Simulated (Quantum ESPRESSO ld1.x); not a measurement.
Problem. The table gives one normalised radial function P(r) = r R(r) of Cr+ in [Ar] 3d5 (r in bohr). Calculated with ld1.x of Quantum ESPRESSO 7.5: scalar-relativistic Kohn-Sham, LDA (Slater exchange, Perdew-Zunger correlation), spin-polarised, spherical densities, point nucleus; open shells are filled with parallel spins first.

r          P
0.006158  0.0160
0.008082  0.0265
0.01061   0.0439
0.01393   0.0720
0.01828   0.1169
0.02399   0.1872
0.03124   0.2901
0.04101   0.4446
0.05382   0.6593
0.07065   0.9374
0.09273   1.2629
0.1217    1.5890
0.1585    1.8284
0.208     1.8991
0.2731    1.7231
0.3584    1.3197
0.4705    0.8169
0.6175    0.3866
0.8105    0.1303
1.055     0.0301
1.385     0.0039
1.818     0.0003
2.387     0.0000
3.133     0.0000
4.112     0.0000
5.355     0.0000
7.028     0.0000
9.225     0.0000

Which n and l does it have? It may be an empty orbital.

Solution. n = 2, l = 1: the number of nodes gives n - l - 1 = 0, the rise at small r (about r^(l+1)) gives l, and the extent must fit the shell. The curve is that of 2p up; the table hardly tells the two spins apart. 2p up: eigenvalue -566.67 eV, 0 radial nodes, <r> = 0.260 bohr, 90 % of the charge inside 0.428 bohr.
